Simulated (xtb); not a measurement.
Input file for xtb: GFN2-xTB on AlGa+, 2S+1 = 2, a spin state set in the input, which need not be the lowest, a point of a bond scan (R = 3.168 Å). Charge +1.

```
$ xtb mol.xyz --gfn 2 --sp --chrg 1 --uhf 1
2

Al     0.00000000     0.00000000     0.00000000
Ga     0.00000000     0.00000000     3.16780400
```

It printed:

```
[...]
           -------------------------------------------------
          |                Calculation Setup                |
           -------------------------------------------------



molecular fragmentation (1/2 indicates fragments):
12
# atoms in fragment 1/2:     1     1
 fragment masses (1/2) :       26.98       69.72
CMA distance (Bohr)    :   5.986
constraining FC (au)   :  0.0500

           -------------------------------------------------
          |                 G F N 2 - x T B                 |
           -------------------------------------------------

        Reference                      10.1021/acs.jctc.8b01176
      * Hamiltonian:
        H0-scaling (s, p, d)           1.850000    2.230000    2.230000
        zeta-weighting                 0.500000
      * Dispersion:
        s8                             2.700000
        a1                             0.520000
        a2                             5.000000
        s9                             5.000000
      * Repulsion:
        kExp                           1.500000    1.000000
        rExp                           1.000000
      * Coulomb:
        alpha                          2.000000
        third order                    shell-resolved
        anisotropic                    true
        a3                             3.000000
        a5                             4.000000
        cn-shift                       1.200000
        cn-exp                         4.000000
        max-rad                        5.000000


          ...................................................
          :                      SETUP                      :
          :.................................................:
          :  # basis functions                  20          :
          :  # atomic orbitals                  18          :
          :  # shells                            6          :
          :  # electrons                         5          :
          :  max. iterations                   250          :
          :  Hamiltonian                  GFN2-xTB          :
          :  restarted?                      false          :
          :  GBSA solvation                  false          :
          :  PC potential                    false          :
          :  electronic temp.          300.0000000     K    :
          :  accuracy                    1.0000000          :
          :  -> integral cutoff          0.2500000E+02      :
          :  -> integral neglect         0.1000000E-07      :
          :  -> SCF convergence          0.1000000E-05 Eh   :
          :  -> wf. convergence          0.1000000E-03 e    :
          :  Broyden damping             0.4000000          :
          :  net charge                          1          :
          :  unpaired electrons                  1          :
          ...................................................

 iter      E             dE          RMSdq      gap      omega  full diag
   1     -1.7259446 -0.172594E+01  0.277E+01    0.04       0.0  T
   2     -1.7371653 -0.112207E-01  0.282E+01    0.22       1.0  T
   3     -1.7383730 -0.120767E-02  0.246E+01    0.22       1.0  T
   4     -1.7304788  0.789412E-02  0.855E+00    0.48       1.0  T
   5     -1.7394917 -0.901282E-02  0.637E+00    0.39       1.0  T
   6     -1.7397218 -0.230175E-03  0.101E+00    0.41       1.0  T
   7     -1.7397299 -0.804435E-05  0.544E-01    0.42       1.0  T
   8     -1.7397345 -0.458504E-05  0.701E-02    0.42       1.0  T
   9     -1.7397350 -0.545911E-06  0.821E-02    0.42       1.0  T
  10     -1.7397351 -0.691682E-07  0.556E-03    0.42      12.7  T
  11     -1.7397351 -0.395206E-09  0.122E-03    0.42      58.1  T
  12     -1.7397351 -0.383471E-12  0.793E-04    0.42      89.2  T
  13     -1.7397351 -0.689560E-11  0.209E-04    0.42     338.2  T

   *** convergence criteria satisfied after 13 iterations ***

         #    Occupation            Energy/Eh            Energy/eV
      -------------------------------------------------------------
         1        2.0000           -0.7123959             -19.3853
         2        2.0000           -0.5695580             -15.4985
         3        0.9995           -0.4534165             -12.3381 (HOMO)
         4        0.0002           -0.4381533             -11.9228 (LUMO)
         5        0.0002           -0.4381533             -11.9228
         6                         -0.4063646             -11.0577
         7                         -0.4063646             -11.0577
         8                         -0.3796867             -10.3318
       ...                                ...                  ...
        18                          0.1494468               4.0667
      -------------------------------------------------------------
                  HL-Gap            0.0152631 Eh            0.4153 eV
             Fermi-level           -0.4788007 Eh          -13.0288 eV

 SCC (total)                   0 d,  0 h,  0 min,  0.005 sec
 SCC setup                      ...        0 min,  0.000 sec (  2.735%)
 Dispersion                     ...        0 min,  0.000 sec (  1.111%)
 classical contributions        ...        0 min,  0.000 sec (  0.560%)
 integral evaluation            ...        0 min,  0.001 sec ( 12.373%)
 iterations                     ...        0 min,  0.003 sec ( 52.381%)
 molecular gradient             ...        0 min,  0.001 sec ( 28.007%)
 printout                       ...        0 min,  0.000 sec (  2.551%)

         :::::::::::::::::::::::::::::::::::::::::::::::::::::
         ::                     SUMMARY                     ::
         :::::::::::::::::::::::::::::::::::::::::::::::::::::
         :: total energy              -1.739689658337 Eh    ::
         :: gradient norm              0.002464896613 Eh/a0 ::
         :: HOMO-LUMO gap              0.415331345409 eV    ::
         ::.................................................::
         :: SCC energy                -1.739735080431 Eh    ::
         :: -> isotropic ES            0.109376407551 Eh    ::
         :: -> anisotropic ES         -0.005322492149 Eh    ::
         :: -> anisotropic XC         -0.003906779421 Eh    ::
         :: -> dispersion             -0.001405137062 Eh    ::
         :: repulsion energy           0.000045422094 Eh    ::
         :: add. restraining           0.000000000000 Eh    ::
         :: total charge               0.999999999263 e     ::
         :::::::::::::::::::::::::::::::::::::::::::::::::::::

           -------------------------------------------------
          |                Property Printout                |
           -------------------------------------------------

    * Orbital Energies and Occupations

         #    Occupation            Energy/Eh            Energy/eV
      -------------------------------------------------------------
         1        2.0000           -0.7123959             -19.3853
         2        2.0000           -0.5695580             -15.4985
         3        0.9995           -0.4534165             -12.3381 (HOMO)
         4        0.0002           -0.4381533             -11.9228 (LUMO)
         5        0.0002           -0.4381533             -11.9228
         6                         -0.4063646             -11.0577
         7                         -0.4063646             -11.0577
         8                         -0.3796867             -10.3318
         9                         -0.3403304              -9.2609
        10                         -0.3403304              -9.2609
        11                         -0.3258900              -8.8679
        12                         -0.3258900              -8.8679
        13                         -0.2435089              -6.6262
        14                         -0.2078727              -5.6565
Note: The following floating-point exceptions are signalling: IEEE_DENORMAL
normal termination of xtb
       ...                                ...                  ...
        18                          0.1494468               4.0667
      -------------------------------------------------------------
                  HL-Gap            0.0152631 Eh            0.4153 eV
             Fermi-level           -0.4788007 Eh          -13.0288 eV

     #   Z          covCN         q      C6AA      α(0)
     1  13 Al       0.263     0.389   491.829    57.475
     2  31 Ga       0.263     0.611   448.878    53.686

 Mol. C6AA /au·bohr⁶  :       1879.055381
 Mol. C8AA /au·bohr⁸  :     194999.180232
 Mol. α(0) /au        :        111.161423


Wiberg/Mayer (AO) data.
largest (>0.10) Wiberg bond orders for each atom

 ---------------------------------------------------------------------------
     #   Z sym  total        # sym  WBO       # sym  WBO       # sym  WBO
 ---------------------------------------------------------------------------
     1  13 Al   0.817 --     2 Ga   0.817
     2  31 Ga   0.817 --     1 Al   0.817
 ---------------------------------------------------------------------------

Topologies differ in total number of bonds
Writing topology from bond orders to xtbtopo.mol

molecular dipole:
                 x           y           z       tot (Debye)
 q only:        0.000       0.000       3.659
   full:       -0.000      -0.000       4.127      10.490
molecular quadrupole (traceless):
                xx          xy          yy          xz          yz          zz
 q only:      -10.953       0.000     -10.953       0.000       0.000      21.906
  q+dip:      -13.736       0.000     -13.736      -0.000      -0.000      27.472
   full:      -10.144       0.000     -10.144       0.000       0.000      20.287


           -------------------------------------------------
          | TOTAL ENERGY               -1.739689658337 Eh   |
          | GRADIENT NORM               0.002464896613 Eh/α |
          | HOMO-LUMO GAP               0.415331345409 eV   |
           -------------------------------------------------

------------------------------------------------------------------------
------------------------------------------------------------------------
 total:
 SCF:
```

The run finished.

Cost: around 0.07 core-seconds (rough).
